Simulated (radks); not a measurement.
Task: All-electron atom: W60+ in [Ne] 3s2 3p2 (the NIST ground configuration). Method: Dirac Kohn-Sham, RPBE, spin-unpolarised, spherical densities, finite nucleus; open shells fill j = l - 1/2 first; Fermi nuclear charge, rms radius 5.3658 fm; computed with a radial shooting solver on a logarithmic mesh with Libxc functionals. Some entries of the table are withheld. Estimate them.

orbital  occ.  eigenvalue (hartree)  <r^2> (bohr^2)
1s1/2       2             -2728.248       0.0004627
2s1/2       2             -610.6002             (1)
2p1/2       2             -593.6954             (2)
2p3/2       4             -542.6833             (3)
3s1/2       2                   (4)         0.03884
3p1/2       2             -240.3025             (5)
3p3/2       0             -226.7591             (6)

Result: 
(1) 2s1/2 <r^2> (bohr^2): 0.006877
(2) 2p1/2 <r^2> (bohr^2): 0.004895
(3) 2p3/2 <r^2> (bohr^2): 0.006024
(4) 3s1/2 eigenvalue (hartree): -246.4764
(5) 3p1/2 <r^2> (bohr^2): 0.03478
(6) 3p3/2 <r^2> (bohr^2): 0.03932
